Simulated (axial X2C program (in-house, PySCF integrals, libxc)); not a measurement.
**ZrF⁺: cheaper levels and CCSD(T), two-component**

Calculated with an axial X2C code built on PySCF integrals. Two-component (2c) means X2C with spin–orbit coupling and atomic mean-field two-electron Coulomb and Gaunt terms. Basis: Zr dyall-cv3z [11s12p9d6f3g], F dyall-av3z [7s6p3d2f] (cores contracted in-house); Gaussian nuclei, density fitting, unrestricted open shells. Masses: Zr 89.905 u, F 18.998 u.

State: Ω = 1 (⟨Sz⟩ = -1.00, ⟨Lz⟩ = 2.00 at HF); fragments Zr+ + F.

| level | Re (Å) | ωe (cm⁻¹) |
| --- | --- | --- |
| PBE0 | 1.815 | 751.1 |
| HF | 1.832 | 738.6 |
| MP2 | 1.838 | 731.8 |
| CCSD | 1.837 | 734.0 |
| PBE | 1.825 | 734.5 |

Correlated methods: 10 electrons correlated (number of frozen shells: Zr 4 s, 3 p, 1 d; F 1 s), 308 virtual spin orbitals or spinors in MP2, 90 natural virtuals in coupled cluster.

CCSD(T), same Hamiltonian and basis:

Re = 1.839 Å, ωe = 731.8 cm⁻¹; T1 = 0.020 (Lee–Taylor normalisation).

Give the differences from CCSD(T) in the columns below.



```tsv
level	ΔRe (Å)	Δωe (cm⁻¹)
PBE0	-0.024	19
HF	-0.007	7
MP2	-0.001	0
CCSD	-0.002	2
PBE	-0.014	3
```

The state is one determinant whose occupation by symmetry is held fixed; it was picked as the lowest of a PBE0 search that is not exhaustive. De is not given where an atomic determinant may have missed its ground term or J level, or where the truncated virtual space spoils (T). Density functionals use the spin component along the axis (collinear). CCSD and (T) use frozen natural virtuals with an MP2 correction for the truncation; (T) itself is uncorrected, so its De runs slightly low. Other states lie close and PBE0, whose exact exchange favours high spin, may order them wrongly; the determinant shown need not be the ground state. The nearest other 2c determinant of the search, Ω = 1, lies 0.07 eV up at the distance of the search. Without a current term, density functionals place determinants with orbital angular momentum somewhat too high. With several unpaired electrons one determinant need not be a pure state. The outer-core s and p shells of the metal are frozen in the correlated rows, which leaves out core–valence correlation; for alkali and alkaline-earth bonds that tends to lengthen them. At some level and bond length an empty orbital lies below a filled one. With the outer-core shells frozen, correlated bond lengths of heavy atoms tend to come out a few hundredths of an ångström too long.
